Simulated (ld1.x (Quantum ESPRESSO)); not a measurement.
## S, TM: configuration errors across variants

```json
{
  "Element": "sulfur",
  "Generator": "ld1.x (Quantum ESPRESSO) 7.5",
  "Type": "norm-conserving Troullier–Martins (Kleinman–Bylander form)",
  "Functional": "LDA (PZ)",
  "Relativity": "non-relativistic",
  "Frozen core": "[Ne]",
  "Valence charge": "6",
  "Reference configuration": "3s1.5 3p4.5",
  "Partial waves": "3p (bound): rc 1.50 bohr; 3s (bound): rc 1.00 bohr",
  "Local potential": "the s channel",
  "Core correction": "none"
}
```

All-electron excitation energies from the reference (eV): (1) 3s2 3p4 -5.039; (2) 3s2 3p3 6.837; (3) 3s2 3p2 29.223; (4) 3s2 3p0 110.375; (5) 3s1 3p4 17.495; (6) 3s2 3p4.3 -6.784; (7) 3s2 3p3.5 -0.323; (8) 3s1.5 3p4.5 spin -0.775; (9) 3s2 3p4 spin -5.745.

Spin tests fill each open shell by Hund’s rule, majority spin first.

Errors AE − PS in meV (a dash: test not solved or not reliable):

| change | (1) | (2) | (3) | (4) | (5) | (6) | (7) | (8) | (9) | bound ghosts |
| --- | --- | --- | --- | --- | --- | --- | --- | --- | --- | --- |
| base | +2.5 | +11 | +58 | +538 | +11 | +2.9 | +4.0 | +87 | +68 | none |
| core correction a·sin(br)/r model core inside 0.40 bohr | -1.5 | +1.8 | +32 | +294 | +6.2 | -0.5 | -1.7 | +7.2 | +7.9 | none |
| core correction a·sin(br)/r model core inside 0.52 bohr | -1.4 | +1.9 | +32 | +295 | +6.3 | -0.4 | -1.6 | +7.3 | +7.9 | none |
| core correction a·sin(br)/r model core inside 0.60 bohr | -1.4 | +2.0 | +32 | +296 | +6.3 | -0.4 | -1.6 | +7.4 | +8.0 | none |
| core correction a·sin(br)/r model core inside 0.82 bohr | -1.0 | +2.7 | +34 | +303 | +6.5 | -0.1 | -1.1 | +9.3 | +9.4 | none |
| core correction a·sin(br)/r model core inside 0.88 bohr | -0.9 | +3.1 | +35 | +309 | +6.7 | 0.0 | -0.8 | +11 | +11 | none |
| core correction a·sin(br)/r model core inside 1.00 bohr | -0.4 | +4.1 | +37 | +330 | +7.0 | +0.4 | -0.1 | +18 | +16 | none |
| core correction a·sin(br)/r model core inside 1.10 bohr | +0.1 | +5.4 | +41 | +361 | +7.5 | +0.8 | +0.7 | +28 | +24 | none |
| core correction a·sin(br)/r model core inside 1.20 bohr | +0.7 | +6.7 | +45 | +398 | +8.1 | +1.4 | +1.6 | +41 | +34 | none |

(1) Give the same row for: core correction a·sin(br)/r model core inside 0.70 bohr.

## Answers

(1) -1.2, +2.3, +33, +298, +6.4, -0.3, -1.4, +7.8, +8.3; bound ghosts: none.
